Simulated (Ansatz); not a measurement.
The same path of F₃H₃W (7 atoms, charge 0, multiplicity 1) was run 3 times with different band settings. Lost on the way: W1–H2, H5–H7. Made: H2–F3.

All numbers below come from RHF/def2-SVP in Ansatz.

Relaxed end points:

```xyz
7
Properties=species:S:1:pos:R:3
W 0.531 0.000 0.189
H -0.465 0.000 1.529
F 2.357 0.000 0.705
F 0.445 1.814 -0.117
H -1.366 0.000 -0.268
F 0.445 -1.814 -0.117
H -1.007 0.000 -0.981
```

```xyz
7
Properties=species:S:1:pos:R:3
W -0.451 0.231 -0.058
H 2.018 -0.888 1.354
F 1.842 -0.035 1.095
F -0.154 2.044 0.024
H -2.022 0.233 -0.660
F -0.462 -1.434 0.754
H 0.168 -0.151 -1.570
```

Common settings: optimiser quadratic models (default); start path through a guess of the saddle point; force threshold 0.03 eV/Å; iteration limit 60; end points relaxed.

| run | movable images | climbing image | spring |
| --- | --- | --- | --- |
| 1 | 7 | yes | 5.0 eV/Å² |
| 2 | 1 | no | 5.0 eV/Å² |
| 3 | 7 | yes | 0.1 eV/Å² |

**Question.** What does each run give, and how far can it be trusted?

**Answer.** Run 1: converged after 20 iterations, highest image 2.516 eV above the first end. The profile has 2 maxima (images 2, 6) with wells between them (image 4): this band takes more than one step, which may be the mechanism or a detour left from its start path. Neighbouring images differ by up to 1.9 eV, so the band resolves the path poorly. A vibrational analysis at the climbing image gives one clearly imaginary mode, 1661i cm⁻¹: a first-order saddle point.
Run 2: converged after 20 iterations, highest image 0.501 eV above the first end. The top lies less than 8 meV above the higher end, about what the thresholds resolve: that end is a shoulder or a very shallow well. No image climbed, so the highest image needn't sit at the top of the path. A band with more images between the same ends climbed to 2.52 eV, so this one has probably stepped over the top. So few images can step over the top or miss a turn of the path.
Run 3: converged after 22 iterations, highest image 2.516 eV above the first end. The profile has 2 maxima (images 3, 6) with wells between them (image 4): this band takes more than one step, which may be the mechanism or a detour left from its start path. A structure lower than the last end lies on the path between it and the top, so the climb from that side starts below the end, which may itself be a saddle point or a shallow side well. Neighbouring images differ by up to 2.0 eV, so the band resolves the path poorly. Another band between the same ends (7 images) ends at a top of the same energy, where a vibrational analysis finds 1 clearly imaginary mode.
The orbitals stay closed-shell, which can raise the energy where a bond breaks towards radicals; this wasn't checked here.
